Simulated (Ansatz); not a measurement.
# Isomers

Structures of AlBH$_{4}$Te, singlet, relaxed at PBE0-D4/def2-TZVP (vibrations not checked; lower isomers may exist, and structures with a doubtful reference or unclear bonds are left out). Program: Ansatz 0.2.0. Basis: def2-TZVPP. Cores are frozen in the correlated methods. Filled d shells of the heavier atoms are correlated. Core potentials replace the inner electrons of the atoms past krypton. The def2 sets are not built for correlating such inner shells, so the correlated values are less sure here. B3LYP uses VWN-RPA correlation.

**Question.** Rank them by CCSD(T) energy, lowest first, and give each one's height above the lowest. Links in brackets join atoms within 1.22 times the sum of their covalent radii (1.1 for two metals). (An estimate is asked for; the value comes from the calculation.)
A.
AlBH₄Te ([AlH2][B][TeH2])
```
7
angstrom
B -0.1584 0.5009 -0.7463
Te -1.7982 -0.6556 -0.1098
Al 1.4618 0.9579 0.4398
H -2.3820 -1.4377 -1.4796
H -1.5343 -2.2090 0.5584
H 2.8663 0.2608 0.1624
H 1.3474 2.1753 1.4609
```
B.
AlBH₄Te ([H]1[BH2]2[Te][AlH]12)
```
7
angstrom
B -1.1670 -0.6745 -0.7168
Te -0.3720 1.3441 -1.7063
Al 0.8776 0.1585 -0.0668
H -2.1345 -0.4393 -0.0569
H -0.2984 -1.1101 0.1580
H 2.0713 -0.1602 0.8973
H -1.1968 -1.5378 -1.5419
```
C.
AlBH₄Te ([BH2]1[AlH][TeH]1)
```
7
angstrom
B -0.5967 -0.6925 -0.5899
Te 1.7052 -0.2999 -0.0872
Al -0.5871 1.1807 0.2053
H -0.5734 -0.6459 -1.7923
H -1.0150 -1.6637 -0.0361
H 1.6051 -0.5240 1.5577
H -0.4777 2.6353 0.8256
```
D.
AlBH₄Te ([BH2][AlH][TeH])
```
7
angstrom
B -0.8597 0.3030 -1.0856
Al -0.0858 0.5142 0.8664
Te 1.8197 -1.0232 1.5311
H -1.7473 -0.4608 -1.3418
H -0.4101 0.9037 -2.0203
H -0.5384 1.5226 2.0054
H 1.8216 -1.7595 0.0447
```

**Answer.** By the calculation: B (0.000 eV), D (1.147 eV), C (1.288 eV), A (4.987 eV). Heights count from the lowest.

**Question.** Do PBE-D4, r2SCAN-D4, PBE0-D4, B3LYP-D4, wB97M-V, HF, MP2 give the same order? (A judgement: the text doesn't fix the answer.)

**Answer.** The calculation gives: Lowest first: PBE-D4 B < C < D < A; PBE0-D4 B < C < D < A. The others agree with CCSD(T).

T1 diagnostic: at most 0.017. The restricted Hartree–Fock reference is unstable towards an unrestricted one at one or more of these structures.

For scale, one of the runs: CCSD(T)/def2-TZVPP, 179 basis functions, launched by `ansatz run in.yaml --threads 2 --pin off --events-out ev --progress --plain --max-ram 4352MiB`. Hardware: 2 CPU threads of an Arm Neoverse V2, shared host. Wall time 68 s; peak host memory 1.8 GiB.
